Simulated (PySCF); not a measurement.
# Reading the logs of faulty runs: BH4OSi2

Calculated results; nothing here was measured. The program is PySCF 2.14.0, an open-source quantum chemistry code, run on an isolated molecule that a program drew, which may never have been made. The molecule is BH4OSi2 (charge 0, doublet), drawn as the SMILES string `O=[SiH]B[SiH2]`.

Each row is a Hartree-Fock (HF) and frozen-core CCSD(T) single point in the cc-pV(D+d)Z basis, meant for a local HF minimum. Run 1 is clean. Each other run has one planted mistake out of seven kinds, and not every kind appears here: one electron removed, one electron added, multiplicity raised by two, geometry at a saddle point, minimal basis STO-3G, one bond length entered in bohr, all coordinates scaled. The reference is restricted for singlets and unrestricted otherwise, and also for a bond in bohr. Adding or removing an electron swaps singlet and doublet. Electrons count all cores. HOMO and LUMO are orbital energies over both spins, the gradient is its largest component, and the lowest frequency (negative if imaginary) is given only where the gradient is small. Bond lengths are over the 7 bonds as drawn. T1 is the CCSD diagnostic: over 0.02 (restricted) or 0.045 (unrestricted) a single reference is doubtful.

Geometry of the clean run:
```xyz
8
BH4OSi2, angstrom
O     0.7823    1.5299   -0.0239
Si   -0.6123    0.9608    0.0072
B    -1.1351   -0.7118   -0.9918
Si    0.2254   -1.6013   -2.0226
H    -1.6877    1.6174    0.7898
H    -2.2477   -1.1543   -0.9589
H    -0.0061   -2.8323   -2.8042
H     1.6209   -1.1502   -2.1363
```

```
run  electrons  basis functions  <S^2>  HOMO (eV)  LUMO (eV)  gradient (hartree/bohr)  lowest frequency (cm^-1)  mean bond (Å)  longest bond (Å)      T1  HF (hartree)  CCSD(T) (hartree)                          mistake
  1         45               94  0.764      -8.94      -0.49                  2.9e-06                        61         1.5824             2.017  0.0223    -679.67985         -680.18777                         no fault
  2         45               94  3.781      -6.34       0.00                  1.7e-01                         -         1.5824             2.017  0.0549    -679.59920         -680.07283       multiplicity raised by two
  3         44               94  0.000     -15.70      -7.44                  4.0e-02                         -         1.5824             2.017  0.0299    -679.37979         -679.87125             one electron removed
  4         45               94  1.608      -9.16      -0.48                  1.0e-02                         -         1.7701             2.790  0.0402    -679.57587         -680.07031  one bond length entered in bohr
  5         46               94  0.000      -1.96       5.72                  3.8e-02                         -         1.5824             2.017  0.0204    -679.72264         -680.27082                                ?
```

**Which mistake was planted in run 5, and what did it cost?**

It counts 46 electrons, one more than the clean run, at the same geometry and basis. So the mistake is: one electron added. Subtracting run 1 and multiplying by 627.51 kcal/mol a hartree, the energy moved by -26.9 kcal/mol in HF and -52.1 kcal/mol in CCSD(T).

Cautions from the logs. Run 2: T1 is over the limit, so its CCSD(T) energy is less reliable; run 3: T1 is over the limit, so its CCSD(T) energy is less reliable; run 5: T1 is over the limit, so its CCSD(T) energy is less reliable.
